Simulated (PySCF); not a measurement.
Ligands exchanged one at a time, Ge Cl-SH. Isolated molecules, 0 K electronic values unless said otherwise. One relaxed conformer stands for each flexible species; it need not be the lowest. Strings in code marks are SMILES.

Calculation: PBE0-D3(BJ)/def2-TZVP (PySCF). All candidates: neutral, multiplicity 1. Delta-SCF ions had no search for a lower state. Excitations are Tamm–Dancoff values on a coarser integration grid. The basis has no diffuse functions, so Rydberg states are missing or too high.

```
Property                                  Value
--------------------------------------  -------
vertical ionisation energy (Delta-SCF)  9.58 eV
S1 excitation (TDA)                     4.89 eV
T1 excitation (TDA)                     4.43 eV
```

Question: Say which member has these values.
A. `[SH][Ge]([SH])([SH])[Cl]`
B. `[SH][Ge]([SH])([Cl])[Cl]` (H–S–Ge–Cl torsion -83°, Cl–Ge–S–H torsion -178°)
C. `[SH][Ge]([SH])([SH])[SH]`
D. `[SH][Ge]([Cl])([Cl])[Cl]`

Answer: A, `[SH][Ge]([SH])([SH])[Cl]`. The others give `[SH][Ge]([Cl])([Cl])[Cl]`: 10.42 eV, 4.97 eV, 4.52 eV; `[SH][Ge]([SH])([SH])[SH]`: 9.14 eV, 4.63 eV, 4.30 eV; `[SH][Ge]([SH])([Cl])[Cl]` (H–S–Ge–Cl torsion -83°, Cl–Ge–S–H torsion -178°): 10.00 eV, 5.02 eV, 4.57 eV
